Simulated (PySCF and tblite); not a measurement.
Values are calculated unless marked as measured or tabulated.
Stationary points of C$_{8}$H$_{8}$ at B3LYP-D3(BJ)/def2-SVP, in Å:

Structure A

```
 1 C    -1.075   -1.049    0.430
 2 C    -0.542   -0.455    1.571
 3 C     0.775   -0.054    1.355
 4 C     0.998    1.141   -0.375
 5 C    -0.205    1.354   -1.046
 6 C    -0.852    0.147   -1.301
 7 C    -0.086   -0.999   -0.701
 8 C     1.179   -0.319   -0.068
 9 H    -2.070   -1.483    0.335
10 H    -1.102   -0.268    2.490
11 H     1.437    0.403    2.090
12 H     1.717    1.907   -0.087
13 H    -0.616    2.338   -1.281
14 H    -1.789    0.022   -1.842
15 H     0.072   -1.903   -1.306
16 H     2.157   -0.782   -0.263
```

Structure B

```
 1 C    -1.820   -0.184    1.814
 2 C    -1.347    0.554    2.837
 3 C    -0.036    1.143    2.499
 4 C     0.138    2.042    1.187
 5 C    -1.010    2.296    0.294
 6 C    -1.565    1.139   -0.118
 7 C    -0.913   -0.048    0.592
 8 C     0.390    0.563    1.182
 9 H    -2.802   -0.661    1.772
10 H    -1.873    0.747    3.774
11 H     0.690    1.369    3.284
12 H     0.958    2.760    1.254
13 H    -1.381    3.295    0.055
14 H    -2.473    1.044   -0.717
15 H    -0.792   -0.957   -0.015
16 H     1.372    0.117    1.007
```

The path came from a restrained scan, a climbing-image band and a saddle search at GFN2-xTB; energies are PBE0/pcSseg-1 + D3(BJ), IEF-PCM methanol//B3LYP-D3(BJ)/def2-SVP, thermal terms GFN2-xTB.

Which structure is a saddle point, and along which motion?

A: one imaginary mode (413i cm⁻¹ at GFN2-xTB, mostly on C6, C1, C3), along the Cope rearrangement (breaking C3–C4, making C1–C6).

Give their symmetry and energies above the lowest.

A C2v, 7.6 kcal/mol; B Cs, 0.0 kcal/mol.
